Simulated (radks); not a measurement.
The numbers below are computed, except where a source is named.
All-electron atom: Eu in [Xe] 4f6.5 6s2 6p0.5 (fractional occupations, a model configuration).

Level of theory: scalar-relativistic Kohn-Sham, PBE, spin-unpolarised, spherical densities, finite nucleus; Fermi nuclear charge, rms radius 5.1115 fm (a radial shooting solver on a logarithmic mesh with Libxc functionals).

Energy parts (hartree):
total: -10843.2363
kinetic: 11615.1758
electron-nucleus: -26418.4967
Hartree: 4201.8478
exchange-correlation: -241.7632

Orbitals (lengths in bohr, moments of r in powers of bohr; r(max) is where P^2 peaks):
1s: occ. 2; eigenvalue (hartree) -1777.463; r(max) 0.01420
2s: occ. 2; eigenvalue (hartree) -292.0379; r(max) 0.08056
2p: occ. 6; eigenvalue (hartree) -260.2331; r(max) 0.06513
3s: occ. 2; eigenvalue (hartree) -64.41224; r(max) 0.2289
3p: occ. 6; eigenvalue (hartree) -54.51201; r(max) 0.2244
3d: occ. 10; eigenvalue (hartree) -41.27082; r(max) 0.1838
4s: occ. 2; eigenvalue (hartree) -12.92997; r(max) 0.5272
4p: occ. 6; eigenvalue (hartree) -9.67089; r(max) 0.5502
4d: occ. 10; eigenvalue (hartree) -5.12848; r(max) 0.5727
5s: occ. 2; eigenvalue (hartree) -1.76260; r(max) 1.228
5p: occ. 6; eigenvalue (hartree) -0.98024; r(max) 1.392
4f: occ. 6.5; eigenvalue (hartree) -0.25394; r(max) 0.5890
6s: occ. 2; eigenvalue (hartree) -0.16594; r(max) 3.456
6p: occ. 0.5; eigenvalue (hartree) -0.06311; r(max) 4.563

The highest occupied level is 6p at -1.717 eV. Summed over all electrons, <r^2> = 92.64 bohr^2, which gives a Langevin (diamagnetic) susceptibility term of -73.4 x 10^-6 cm^3/mol.
